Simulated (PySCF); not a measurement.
Structure and specific rotation at 589.3 nm (origin-invariant length gauge)

Method used: TDDFT BHandHLYP/def2-SVPD circular dichroism and optical rotation, one conformer, gas phase in PySCF 2.14.0. Geometry: GFN2-xTB.

Each molecule in one low-energy conformer. The parent is F[C@@H]1C[C@@H]1[C@@H](F)Br.

The molecule is flexible and this is one conformer; a measurement averages over conformers. The calculation is non-relativistic, which matters for the atoms heavier than Zn.

(1) How does the specific rotation at 589.3 nm (origin-invariant length gauge) change along this series?
- F[C@@H]1C[C@@H]1[C@@H](F)Br (base)
- F[C@H](Br)[C@H]1C[C@@H]1F (diastereomer)
- F[C@H](Br)[C@@H]1C[C@H]1F (diastereomer)
- F[C@H](Br)[C@H]1C[C@H]1F (diastereomer)

Results:

(1) 
| molecule | [α]589 (deg dm⁻¹ (g/mL)⁻¹) | S1 (eV) | R(S1), velocity form (10⁻⁴⁰ esu² cm²) |
| --- | --- | --- | --- |
| F[C@@H]1C[C@@H]1[C@@H](F)Br | -77.3 | 6.28 | -2.0 |
| F[C@H](Br)[C@H]1C[C@@H]1F | +122.8 | 6.24 | +2.9 |
| F[C@H](Br)[C@@H]1C[C@H]1F | -131.3 | 6.23 | -3.3 |
| F[C@H](Br)[C@H]1C[C@H]1F | +185.6 | 6.23 | +4.4 |

The specific rotation at 589.3 nm (origin-invariant length gauge) is lowest for F[C@H](Br)[C@@H]1C[C@H]1F and highest for F[C@H](Br)[C@H]1C[C@H]1F.
